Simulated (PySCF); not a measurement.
## Hg⁺: excitation energy

Hg⁺ [Xe] 4f14 5d10 6s1 (2S) → Hg⁺ [Xe] 4f14 5d9 6s2 (2D), as a difference of total energies. Calculation: PySCF 2.14, in def2-QZVPPD with the def2 core potential (60 electrons); scalar relativity through the core potential. Correlated levels: valence: 5s2 5p6 frozen. The calculations carry no spin-orbit coupling.

```tsv
method	excitation energy (cm⁻¹)	error (cm⁻¹)
UHF	43426	+1895
MP2 (valence)	43794	+2263
SCS-MP2 (valence)	42812	+1281
CCSD (valence)	43109	+1578
CCSD(T) (valence)	42982	+1451
```

Reference: 41531 cm⁻¹ (measured; NIST levels, between the centres of gravity of the two terms).

Errors of the correlated levels include the incompleteness of this basis and the frozen core.
